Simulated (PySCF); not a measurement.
Nuclear quadrupole coupling in `CS[Si@@H]([SiH3])NC1CC1`

Compound: C₄H₁₃NSSi₂.
Z-matrix (Å and degrees, GFN2-xTB geometry), rows numbered from 1:
```
C 
S   1  1.8130
Si  2  2.1595  1   98.22
Si  3  2.3226  2  113.21  1    61.20
N   3  1.7133  2  101.50  1  -174.67
C   5  1.4195  3  122.47  2  -168.06
C   6  1.4943  5  120.55  3  -179.77
C   6  1.5034  5  121.18  3   108.66
H   1  1.0857  2  109.69  3    55.02
H   1  1.0850  2  107.15  3   174.25
H   1  1.0862  2  109.68  3   -66.38
H   3  1.4764  2  104.69  1   -63.38
H   4  1.4672  3  113.99  2    53.54
H   4  1.4661  3  109.57  2   173.57
H   4  1.4686  3  112.64  2   -67.57
H   5  1.0085  3  119.94  2   -13.29
H   6  1.0824  5  110.98  3   -35.26
H   7  1.0788  6  118.84  8  -108.45
H   7  1.0796  6  117.71  8   107.71
H   8  1.0793  6  117.72  7  -107.40
H   8  1.0786  6  118.88  7   108.19
```

Field gradients from the PBE0/pcSseg-1 density (PySCF, non-relativistic), principal values in atomic units, ordered |Vxx| ≤ |Vyy| ≤ |Vzz|:

| atom | Vxx | Vyy | Vzz |
| --- | --- | --- | --- |
| S2 | 0.3118 | 2.1087 | -2.4205 |
| N5 | 0.3698 | 0.7187 | -1.0884 |

Find the asymmetry η = (Vxx − Vyy)/Vzz and the couplings χ = eQV/h (234.96 MHz × Q in barn × V in au), with Q(33S) = −0.0678 b, Q(14N) = 0.02044 b.

```json
{"atom": "S2", "environment": "sulfur bonded to C and Si", "nucleus": "33S", "η": "0.74", "χzz (MHz)": "38.56", "χxx (MHz)": "-4.97", "χyy (MHz)": "-33.59"}
{"atom": "N5", "environment": "silicon-bound nitrogen", "nucleus": "14N", "η": "0.32", "χzz (MHz)": "-5.23", "χxx (MHz)": "1.78", "χyy (MHz)": "3.45"}
```

The tensor is traceless: Vxx + Vyy + Vzz = 0.

What is Vzz at N5 in SI units (1 au = 9.71736 × 10²¹ V/m²)?

-1.0884 au = -10.577 × 10²¹ V/m².

Were the hydrogens deuterons (Q(2H) = 0.00286 b), χzz would run from 102 kHz (H12) to 281 kHz (H16).

The structure is a single GFN2-xTB conformer in the gas phase; no vibrational or solvent corrections. GFN2-xTB bond lengths can be off by several hundredths of an ångström, more for odd bonds, and the gradients follow them. With a basis this small, the couplings can be 20 % off.
